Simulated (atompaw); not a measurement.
PBE PAW (atompaw) dataset for ytterbium (Yb), scalar-relativistic all-electron reference.

atompaw 4.2.0.5 was run on this input:

```
Yb 70
GGA-PBE scalarrelativistic loggrid 2001 logderivrange -8 5 326
6 6 5 4 0 0
6 0 0
6 1 0
5 2 0
4 3 13
0 0 0
c
c
c
c
v
v
c
c
c
v
v
c
c
v
v
3
3.00 2.15 2.45 2.10
n
n
y
1.7
n
y
2.2
n
custom polynom2 7 10 vanderbiltortho besselshape
4 1 troulliermartins
1.85
1.85
1.75
3.00
3.00
3.00
1.00
1.00
PWSCFOUT
UPFDX 0.0125d0 UPFXMIN -7.d0 UPFZMESH 70.d0
END
```

Command:

```bash
atompaw < Yb.input > Yb.log
```

The program printed (summary file):

```
Completed calculations for Yb (AE)

 Exchange-correlation type: GGA, Perdew-Burke-Ernzerhof

 Radial integration grid is logarithmic
 r0 =   9.7284957E-05 h =   6.8099470E-03   n =      2001 rmax =   8.0000000E+01

 Scalar relativistic calculation

 AEatom converged in  36 iterations
   nz     =  70.00
   delta  =       8.514221139430E-16

 All Electron Orbital energies:
  n  l      occupancy      energy
  1  0      2.0000000E+00 -4.5039408E+03
  2  0      2.0000000E+00 -7.6514202E+02
  3  0      2.0000000E+00 -1.7442764E+02
  4  0      2.0000000E+00 -3.6330345E+01
  5  0      2.0000000E+00 -6.3040378E+00
  6  0      0.0000000E+00 -1.7819171E+00
  2  1      6.0000000E+00 -6.7457119E+02
  3  1      6.0000000E+00 -1.4713122E+02
  4  1      6.0000000E+00 -2.7364837E+01
  5  1      6.0000000E+00 -4.1969071E+00
  6  1      0.0000000E+00 -1.3241386E+00
  3  2      1.0000000E+01 -1.1392112E+02
  4  2      1.0000000E+01 -1.5568540E+01
  5  2      0.0000000E+00 -1.8419340E+00
  4  3      1.3000000E+01 -2.6455571E+00

 Total energy
   Total                    :   -28116.27558448410127

 ---
 Completed calculations for Yb (SC)

 Exchange-correlation type: GGA, Perdew-Burke-Ernzerhof

 Radial integration grid is logarithmic
 r0 =   9.7284957E-05 h =   6.8099470E-03   n =      2001 rmax =   8.0000000E+01

 Scalar relativistic calculation

 SCatom converged in   3 iterations
   nz     =  70.00
   delta  =       1.846123763151E-17

 Valence Electron Orbital energies:
  n  l      occupancy      energy
   5  0      2.0000000E+00 -6.3040378E+00
   6  0      0.0000000E+00 -1.7819171E+00
   5  1      6.0000000E+00 -4.1969071E+00
   6  1      0.0000000E+00 -1.3241386E+00
   5  2      0.0000000E+00 -1.8419340E+00
   4  3      1.3000000E+01 -2.6455571E+00

 Total energy
   Total                    :   -28116.27558439767381
   Valence                  :    -1007.69651440927817

 PAW parameters:
       lmax =            3
         rc =    3.0029675806369642
        irc =         1519
   rc_shape =    2.1509309685352718
    rc_vloc =    2.4647871538047479
    rc_core =    2.1074316581870458
   Vloc: Norm-conserving Troullier-Martins with l= 4;e=   1.0000E+00
   Projector type: improved polynomial pseudization + Vanderbilt ortho.
   Bessel compensation charge shape zeroed at   2.1509E+00

 Number of basis functions     8
 No.   n  nodes  l      Energy         Cp coeff         Occ
  1    5    4    0   -0.6304038E+01  0.3573112E+01  0.2000000E+01
  2    6    5    0   -0.1781917E+01  0.9406901E+01  0.0000000E+00
  3    5    3    1   -0.4196907E+01  0.2297042E+01  0.6000000E+01
  4    6    4    1   -0.1324139E+01  0.3476971E+01  0.0000000E+00
  5    5    2    2   -0.1841934E+01  0.2570305E+02  0.0000000E+00
  6  999    3    2    0.1700000E+01 -0.1652464E+01  0.0000000E+00
  7    4    0    3   -0.2645557E+01  0.1083566E+01  0.1300000E+02
  8  999    1    3    0.2200000E+01  0.3079786E+01  0.0000000E+00

 Eigenvalues of overlap operator (in the basis of projectors):
    1        2.68384179E-01
    2        4.15060552E-01
    3        5.59394035E-01
    4        1.97592592E+01
    5        3.55274075E+01
    6        9.99590185E+01
    7        1.43233870E+02
    8        1.17718977E+06

 Orbital leakage outside PAW augmentation regions
   orb  is_core?  %out_of_sphere
   1 0    T           0.00
   2 0    T           0.00
   3 0    T           0.00
   4 0    T           0.00
   5 0    F           0.07
   6 0    F          42.40
   2 1    T           0.00
   3 1    T           0.00
   4 1    T           0.00
   5 1    F           0.58
   6 1    F          66.13
   3 2    T           0.00
   4 2    T           0.00
   5 2    F          12.02
   4 3    F           0.10

 Summary of PAW energies
   Total valence energy     :  -1007.69646550343464
   Smooth energy            :    457.24656095915913
   One center               :  -1464.94302646259371
   Smooth kinetic           :    460.39330995270137
   Vloc energy              :     -1.88112555607958
   Smooth exch-corr         :    -19.86466097716027
   One-center xc            :   -563.59681038521376
```

The run took about 17 s on one core of a shared server CPU.
